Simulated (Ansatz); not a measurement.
A nudged elastic band was laid between two geometries of CH$_{5}$OSb (8 atoms, charge 0, multiplicity 1).

These are results of Ansatz, RKS PBE0/def2-SVP, not measurements.

| Item | Value |
| --- | --- |
| movable images | 5 |
| climbing image | yes |
| spring | 5.0 eV/Å² |
| optimiser | quadratic models (default) |
| start path | IDPP |
| force threshold | 0.05 eV/Å |
| iteration limit | 60 |
| end points | relaxed |

Initial state:

```xyz
8
Properties=species:S:1:pos:R:3
C -0.459 1.147 -0.156
O -0.519 -0.111 0.446
Sb 0.418 -1.637 -0.458
H -0.740 1.142 -1.229
H 0.543 1.619 -0.080
H -1.171 1.811 0.363
H 1.982 -1.335 0.220
H 0.039 -2.693 0.839
```

Final state:

```xyz
8
Properties=species:S:1:pos:R:3
C -0.548 0.969 -0.564
O -0.628 -0.307 -0.004
Sb 1.054 -1.393 0.117
H -1.574 1.340 -0.726
H -0.034 0.993 -1.548
H -0.035 1.700 0.094
H 1.614 -0.716 1.608
H 0.243 -2.644 0.966
```

Q: Which bonds break or form, and what moves?

A: No bond is made or broken. The dihedral H5–C1–O2–Sb3 goes from -72 to 51°. The two ends are copies of one structure, up to a mirror image or an exchange of like atoms.

Q: What energy profile does the band end with?

A: The run converged. The highest image is number 3 of 0 to 6, 2.8 kJ/mol above the ends, which have the same energy within 2 meV. A vibrational analysis at the climbing image gives one clearly imaginary mode, 110i cm⁻¹: a first-order saddle point.

| image | path coordinate (Å) | energy (kJ/mol) | dihedral H5–C1–O2–Sb3 (°) |
| --- | --- | --- | --- |
| 0 | 0.00 | 0.0 | -72 |
| 1 | 0.86 | 0.7 | -66 |
| 2 | 1.71 | 1.1 | -50 |
| 3 | 2.58 | 2.8 | -6 |
| 4 | 2.97 | 2.2 | 14 |
| 5 | 3.36 | 0.7 | 34 |
| 6 | 3.75 | 0.0 | 51 |

Q: What is the geometry of the highest image?

A: 
```xyz
8
Properties=species:S:1:pos:R:3
C -0.566 1.089 -0.427
O -0.361 -0.013 0.408
Sb 1.064 -1.347 -0.022
H -1.561 1.038 -0.908
H 0.181 1.190 -1.239
H -0.529 2.023 0.163
H 1.762 -1.332 1.553
H 0.103 -2.705 0.416
```

Q: What are the harmonic wavenumbers there?

A: 110i, 62, 244, 547, 634, 684, 862, 1145, 1172, 1202, 1461, 1475, 1482, 1934, 1948, 2984, 3062, 3083 cm⁻¹.

The band took 24 iterations and about 5 core-minutes.

Time of the run: 4.6 min on 1 thread of Intel(R) Xeon(R) Platinum 8375C CPU @ 2.90GHz (Ice Lake), on a shared host, peak memory 0.17 GiB.
